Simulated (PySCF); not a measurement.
## The second ionisation energy along the 3d series

Calculated with PySCF 2.14 from differences of total energies of unrestricted determinants, without spin-orbit coupling. Values in eV. The last column holds reference values (NIST; (s) semi-empirical, (t) theoretical, else measured). Unmarked ones compare directly (S terms, centres of terms, or small fine structure); those marked * lie between the lowest fine-structure levels and include a spin-orbit shift.

| element | configurations | UHF | MP2 (valence) | SCS-MP2 (valence) | reference |
| --- | --- | --- | --- | --- | --- |
| Sc (cc-pVDZ-DK, spin-free X2C) | [Ar] 3d1 4s1 → [Ar] 3d1 | 12.232 | 12.299 | 12.254 | 12.800 * |
| Cr (cc-pVDZ-DK, spin-free X2C) | [Ar] 3d5 → [Ar] 3d4 | 15.065 | 15.993 | 15.374 | 16.486 * |
| Mn (cc-pVDZ-DK, spin-free X2C) | [Ar] 3d5 4s1 → [Ar] 3d5 | 14.885 | 15.276 | 15.016 | 15.640 |
| Ni (cc-pVDZ-DK, spin-free X2C) | [Ar] 3d9 → [Ar] 3d8 | 15.098 | 18.107 | 17.791 | 18.169 * |
| Cu (cc-pVDZ-DK, spin-free X2C) | [Ar] 3d10 → [Ar] 3d9 | 17.177 | 20.550 | 20.112 | 20.292 * |
| Zn (cc-pVDZ-DK, spin-free X2C) | [Ar] 3d10 4s1 → [Ar] 3d10 | 16.855 | 17.665 | 17.528 | 17.964 |

Q: Fill in the row of V (cc-pVDZ-DK, spin-free X2C) ([Ar] 3d4 → [Ar] 3d3).

A: UHF 13.208; MP2 (valence) 13.896; SCS-MP2 (valence) 13.437; reference 14.634 ± 0.007 * (eV).

"Valence" correlates the outer s and p shells and, in groups 3 to 12 and the f block, the outer d or f shell, open or full, or the next shell where the ion has no valence electron left; the wider scheme adds the next inner shell.
